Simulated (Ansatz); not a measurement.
Cl2FNbS (`[F][Nb](=[S])([Cl])[Cl]`), 5 atoms. The species carries charge 0 and has multiplicity 1. Correlated methods include outer-core shells of Nb, which these sets cover unevenly. Nb: def2 effective core potential. All runs use 4 threads of an Arm Neoverse V1 on a shared host. Correlated methods freeze the cores.

How many basis functions does each run have, and how long does it take in Ansatz? RKS B3LYP-D4/def2-TZVPP energy and forces; RKS PBE0-D4/def2-SVP energy; RKS BLYP-D4/def2-TZVPP energy; RKS ωB97M-V/def2-QZVPP energy; RKS PBE0-D4/def2-QZVPP energy; RHF-CCSD(T)/def2-TZVPP energy; RHF-MP2/def2-QZVPP energy; RKS PBE0-D4/def2-TZVP frequencies; RKS ωB97M-V/def2-SVP energy; RKS B97M-V/def2-TZVPP energy; RHF-CCSD(T)/def2-SVP energy; RKS PBE0-D4/def2-TZVP relaxation (5 steps). (An estimate is asked.)

Computed: Other jobs shared the machine, so times are rough.

```json
{"level": "RKS PBE0-D4/def2-SVP", "job": "energy", "functions": "99", "wall time": "1.6 s", "peak host memory (GiB)": "0.21"}
{"level": "RKS BLYP-D4/def2-TZVPP", "job": "energy", "functions": "213", "wall time": "2.9 s", "peak host memory (GiB)": "0.31"}
{"level": "RHF-CCSD(T)/def2-SVP", "job": "energy", "functions": "99", "wall time": "3.2 s", "peak host memory (GiB)": "0.33"}
{"level": "RKS B3LYP-D4/def2-TZVPP", "job": "energy and forces", "functions": "213", "wall time": "5.5 s", "peak host memory (GiB)": "0.68"}
{"level": "RKS ωB97M-V/def2-SVP", "job": "energy", "functions": "99", "wall time": "7.5 s", "peak host memory (GiB)": "0.34"}
{"level": "RKS PBE0-D4/def2-QZVPP", "job": "energy", "functions": "348", "wall time": "8.5 s", "peak host memory (GiB)": "1.3"}
{"level": "RKS B97M-V/def2-TZVPP", "job": "energy", "functions": "213", "wall time": "8.5 s", "peak host memory (GiB)": "0.42"}
{"level": "RHF-MP2/def2-QZVPP", "job": "energy", "functions": "348", "wall time": "13 s", "peak host memory (GiB)": "1.4"}
{"level": "RKS PBE0-D4/def2-TZVP", "job": "relaxation (5 steps)", "functions": "182", "wall time": "21 s", "peak host memory (GiB)": "0.56"}
{"level": "RKS ωB97M-V/def2-QZVPP", "job": "energy", "functions": "348", "wall time": "22 s", "peak host memory (GiB)": "1.5"}
{"level": "RHF-CCSD(T)/def2-TZVPP", "job": "energy", "functions": "213", "wall time": "52 s", "peak host memory (GiB)": "2.1"}
{"level": "RKS PBE0-D4/def2-TZVP", "job": "frequencies", "functions": "182", "wall time": "52 s", "peak host memory (GiB)": "0.56"}
```

B3LYP here is the variant with VWN-RPA as its local correlation; programs differ in this.
